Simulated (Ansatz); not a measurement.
Consider the formal exchange of groups at a Ge–Si bond: `[CH3][Ge]([F])([SiH3])[Cl]` + `CON` → `[CH3][Ge]([NH2])([F])[Cl]` + `CO[SiH3]`.

Program: Ansatz. Geometries: PBE0-D4/def2-TZVP. ΔE: electronic, gas phase. CCSD(T)/CBS adds triple-zeta CCSD(T) − MP2 to the extrapolated MP2 energy (def2 sets, frozen cores). This one scheme is used for every species. Functionals use def2-TZVPP. HSE06 is defined as in plane-wave codes. For Ge outer-core shells are correlated without core-valence functions, which leaves a few kJ/mol of doubt a bond. Scalar relativity is left out up to krypton. One conformer a species, not always the lowest.

`[CH3][Ge]([F])([SiH3])[Cl]`:

Z-matrix (Å, degrees):
```
C
Ge 1 1.935
H 1 1.091 2 109.8
H 1 1.090 2 108.6 3 119.7
H 1 1.090 2 110.1 3 -120.6
F 2 1.745 1 106.0 3 -63.8
Si 2 2.387 1 121.8 3 58.7
Cl 2 2.159 1 108.0 3 -175.8
H 7 1.482 2 108.5 1 -178.8
H 7 1.485 2 109.2 1 -58.2
H 7 1.485 2 108.2 1 61.2
```

`CON`:

Cartesian coordinates in Å:
```
C -0.672 -0.112 -0.765
O -0.403 0.049 0.606
N 1.001 0.128 0.786
H -0.226 -1.032 -1.157
H -0.301 0.737 -1.349
H -1.759 -0.167 -0.853
H 1.146 1.006 1.278
H 1.215 -0.608 1.454
```

`[CH3][Ge]([NH2])([F])[Cl]`:

Z-matrix (Å, degrees):
```
C
Ge 1 1.923
H 1 1.089 2 109.3
H 1 1.090 2 109.9 3 -119.6
H 1 1.090 2 109.2 3 120.2
N 2 1.811 1 114.6 3 -176.4
F 2 1.731 1 110.4 3 -59.5
Cl 2 2.159 1 109.6 3 54.5
H 6 1.011 2 115.0 1 -65.0
H 6 1.011 2 113.7 1 168.2
```

`CO[SiH3]`:

```xyz
9

C     0.754   -1.047   -0.434
O     0.439   -0.190    0.638
Si   -0.682    1.003    0.511
H    -0.122   -1.618   -0.763
H     1.518   -1.750   -0.098
H     1.148   -0.490   -1.292
H    -0.734    1.673    1.830
H    -2.018    0.441    0.161
H    -0.304    1.977   -0.552
```

Is it downhill or uphill in electronic energy at CCSD(T)/CBS, and by how much? (An estimate is asked.)

Ansatz gave: Downhill: ΔE = -313.8 kJ/mol.

What do these levels give: B97M-V, PBE0-D4, r2SCANh-D4, BHLYP-D4, HSE06, CAM-B3LYP, LC-ωPBE, HF/def2-SVP, SCS-MP2/def2-TZVPP, CCSD(T)/def2-TZVPP, MP2/CBS(def2), CCSD/CBS(def2)? (Best estimate.)

The calculation gave: B97M-V -301.6, PBE0-D4 -288.7, r2SCANh-D4 -304.8, BHLYP-D4 -316.6, HSE06 -288.5, CAM-B3LYP -307.5, LC-ωPBE -301.4, HF/def2-SVP -314.5, SCS-MP2/def2-TZVPP -327.2, CCSD(T)/def2-TZVPP -312.6, MP2/CBS(def2) -333.9, CCSD/CBS(def2) -318.1 kJ/mol.

Largest T1 diagnostic among the species: 0.011.

From PBE to PBE0 (25 % exact exchange), in def2-TZVPP and without D4, ΔE moves by −18.0 kJ/mol. Leaving LDA and LC-ωPBE aside and taking each functional with its dispersion term where it has one, the values, not all of them listed here, spread over 45.6 kJ/mol, from BHLYP-D4 to PBE-D4. LDA lies −9.7 kJ/mol from PBE without D4.
